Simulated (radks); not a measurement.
Radial electron density D(r) = 4 pi r^2 rho(r) of an atom or ion with 46 electrons. Method: Dirac Kohn-Sham, PBEsol, spin-unpolarised, spherical densities, finite nucleus; Fermi nuclear charge, rms radius of each element as measured or else 0.836 A^(1/3) + 0.57 fm; computed with a radial shooting solver on a logarithmic mesh with Libxc functionals.

r (bohr)  D(r) (e/bohr)
0.001091          1.353
0.001291          1.823
0.001515          2.414
0.001792          3.230
0.002103          4.243
0.002488          5.620
0.002919          7.301
0.003453          9.539
0.004053          12.20
0.004794          15.64
0.005671          19.81
0.006655          24.46
0.007872          30.03
0.009238          35.83
0.01093           42.15
0.01282           47.99
0.01517           53.36
0.0178            57.13
0.02106           59.14
0.02491           58.86
0.02924           56.74
0.03458           53.54
0.04058           51.06
0.04801           50.85
0.05634           54.06
0.06664           60.70
0.07821           68.04
0.09251           73.23
0.1094            72.59
0.1284            66.12
0.1519            56.56
0.1783            50.07
0.2109            49.87
0.2475            54.63
0.2928            58.49
0.3436            55.15
0.4064            43.45
0.4808            28.89
0.5642            18.88
0.6674            15.20
0.7832            15.86
0.9265            16.57
1.087             15.03
1.286             11.47
1.509             7.685
1.785             4.423
2.112             2.230
2.478             1.015
2.932            0.3808
3.44             0.1366
4.07            0.06252
4.776           0.06645
5.65             0.1013
6.63             0.1471
7.843            0.1936
9.278            0.2190
10.89            0.2079
12.88            0.1572
15.11           0.08845
17.88           0.03347
20.98          0.009917
24.82          0.001986
29.13         0.0002979

What is the nuclear charge?

Answer. Z = 46. The innermost maximum, from 1s, lies near gamma/Z bohr with gamma = sqrt(1 - (Z/c)^2) = 0.942, here 0.0205 bohr (found: 0.0225), and its height grows with Z. The density is that of neutral palladium in [Ar] 3d10 4s2 4p4 4d10 4f2; the configuration itself is not fixed sharply by these data, and Z only to a few units. D(r) has 5 maxima, at r = 0.0225, 0.0994, 0.297, 0.904, 9.58 bohr, and minima at 0.0447, 0.195, 0.689, 4.30 bohr, inside which lie 2.05, 11.21, 29.17, 44.04 electrons.
